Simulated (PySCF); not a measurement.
A GIAO shielding run with PySCF (density fitting, non-relativistic, gas phase) on `InChI=1S/C2H3N.CH2F.Al.2H/c1-2-3;1-2;;;/h1H3;1H2;;;`:

```
$ OMP_NUM_THREADS=1 python probes_run.py task.json out

{"job": {"kind": "nmr", "xc": "BP86", "basis": "pcSseg-1", "pop": false}, "charge": 0, "multiplicity": 1}
C      2.968251     0.115840    -0.123280
C      1.566067    -0.153498    -0.346743
N      0.451118    -0.376283    -0.531228
Al    -1.514131    -0.813753    -0.848907
C     -2.364132     0.691843     0.164571
F     -3.750740     0.548185     0.043420
H      3.434183     0.456318    -1.059235
H      3.470153    -0.801121     0.218053
H      3.081769     0.895802     0.643288
H     -1.570071    -2.264371    -0.170737
H     -1.554215    -0.711828    -2.447332
H     -2.118490     0.700115     1.244697
H     -2.093785     1.695659    -0.217766
```

Hardware: 1 thread of an Arm Neoverse N1, shared host.

Problem. How large is the calculation?

Solution. 54 electrons, 144 basis functions and 765 auxiliary functions.

Problem. How long does it take, and how much memory does it need?

Solution. 26 s of wall time, with 16 SCF cycles; peak memory 0.72 GiB. Times on a shared host scatter by some tens of per cent.

Problem. And these other runs on the same molecule and hardware: GIAO shielding at B3LYP/pcSseg-1; GIAO shielding at B97-D/pcSseg-1; GIAO shielding at BLYP/pcSseg-1; GIAO shielding at HF/pcSseg-1; GIAO shielding at KT2/pcSseg-1; GIAO shielding at KT3/pcSseg-1?

Solution. B3LYP/pcSseg-1: 144 functions, 18 s; B97-D/pcSseg-1: 144 functions, 25 s; BLYP/pcSseg-1: 144 functions, 27 s; HF/pcSseg-1: 144 functions, 9.4 s; KT2/pcSseg-1: 144 functions, 25 s; KT3/pcSseg-1: 144 functions, 26 s.
